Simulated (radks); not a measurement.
Values are calculated unless marked as measured or tabulated.
Problem. Species: F. Configuration: [He] 2s2 2p5 (the NIST ground configuration). Code: a radial shooting solver on a logarithmic mesh with Libxc functionals. Model: Dirac Kohn-Sham, BLYP, spin-unpolarised, spherical densities, point nucleus; open shells fill j = l - 1/2 first. Some entries of the table are withheld. Estimate them.

| orbital | occ. | eigenvalue (eV) | r(max) (bohr) | <r> (bohr) |
|---|---|---|---|---|
| 1s1/2 | 2 | (1) | 0.1143 | 0.1763 |
| 2s1/2 | 2 | -29.7704 | 0.7628 | 1.004 |
| 2p1/2 | 2 | -11.1594 | 0.7014 | (2) |
| 2p3/2 | 3 | -11.0952 | 0.7028 | (3) |

Solution. 
(1) 1s1/2 eigenvalue (eV): -664.1919
(2) 2p1/2 <r> (bohr): 1.105
(3) 2p3/2 <r> (bohr): 1.108
